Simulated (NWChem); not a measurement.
System: SiBr$_{2}$, singlet; SMILES Br[Si]Br

```xyz
3

Si     0.0000     0.0000     1.1860
Br     1.7557     0.0000    -0.2307
Br    -1.7557     0.0000    -0.2307
```
Atoms are numbered in this order, from 1.

Computed with NWChem. Low-valent species are run as closed-shell singlets; no triplet was tried in these runs. The geometry was optimised at PBE0/def2-SVP. Level: PBE0/def2-SVP with SMD (1 M gas to 1 M solution), gas-phase geometry. Reactions with the solvent are ignored.

For solvent water:

- solvation free energy (kcal/mol): -1.6
- cavity-dispersion-structure term (kcal/mol): -0.8
- dipole in solution (D): 1.15

Question: Estimate the same quantities for solvent n-hexane.

Answer: 
| Quantity | Value |
|---|---|
| solvation free energy (kcal/mol) | -4.5 |
| cavity-dispersion-structure term (kcal/mol) | -4.1 |
| dipole in solution (D) | 0.99 |
